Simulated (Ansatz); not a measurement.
Ansatz (a program for electronic structure) input:

Ansatz 0.2 input:
```yaml
crystal:
  periodic: [false, false, false]
  atoms:
    - {symbol: Si, position_ang: [-0.26818235, -0.36006559, 0.37185547]}
    - {symbol: H, position_ang: [-1.02968263, -1.36795845, -0.42623327]}
    - {symbol: F, position_ang: [0.53158173, 0.71209740, -0.53108260]}
basis:
  gaussian:
    orbitals: def2-TZVPD
hamiltonian:
  xc: {name: PBE-QIDH}
magnetization: {spin_polarized: true, initial_magnetization: 2}
correlation: {electrons: outside_noble_gas}
```

### Question
Predict the final energy.

### Answer
-389.61185 Eh (PBE-QIDH/def2-TZVPD). The basis has 92 functions.

This is an excited triplet: at this geometry the singlet lies 1.43 eV lower at CCSD(T)/CBS(aug-cc-pV(T+d)Z,aug-cc-pV(Q+d)Z).
